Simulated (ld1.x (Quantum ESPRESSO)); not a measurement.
# oxygen (O) TM: all-electron and pseudo phase curves

ld1.x (Quantum ESPRESSO) 7.5 input, shortened:

```
&input
   title='O', zed=8., rel=1, dft='PZ', iswitch=3,
   config='[He] 2s2 2p4'
 /
 &inputp
   pseudotype=2, tm=.true., lloc=0,
   nlcc=.true., new_core_ps=.true., rcore=0.35
 /
2
2P  2  1   4.00   0.00  1.26  1.26  0.0
2S  1  0   2.00   0.00  1.00  1.00  0.0
 &test
   configts(1)='2s2 2p4'
 /
```

The phase is arctan(r·u′/u) with u = r·R(r), unwrapped; energies in Ry, scanned from -4 to 5 Ry. A pole is an energy at which the radial function vanishes at the test radius. The pseudo phase is shifted by a multiple of π to meet the all-electron one at the reference energy, and phase errors are pseudo minus all-electron; the curves can meet again beyond the range given. Levels narrower than the energy grid can be missing from the lists of poles.

For each channel, where are the poles, and over which energies does the pseudopotential scatter like the atom?

```csv
channel,radius (bohr),reference energy (Ry),"poles, all-electron","poles, pseudo",unbroken range about the reference energy with phases within 0.05 rad,phase error 1 Ry above the reference energy (rad)
s,1.40,-1.75,0.75,0.73,the whole range,-0.001
p,1.40,-0.68,1.38,1.40,the whole range,+0.001
```

Phases in the s channel:

```csv
E (Ry),all-electron,pseudo
-4.00,0.935,0.934
-3.52,0.785,0.783
-3.04,0.523,0.521
-2.56,0.063,0.061
-2.08,-0.532,-0.532
-1.60,-0.970,-0.970
-1.12,-1.218,-1.219
-0.64,-1.364,-1.365
-0.16,-1.458,-1.459
0.32,-1.524,-1.526
0.80,-1.575,-1.577
1.28,-1.616,-1.619
1.76,-1.651,-1.655
2.24,-1.682,-1.687
2.72,-1.712,-1.717
3.20,-1.740,-1.747
3.68,-1.768,-1.778
4.16,-1.798,-1.810
4.64,-1.830,-1.845
```
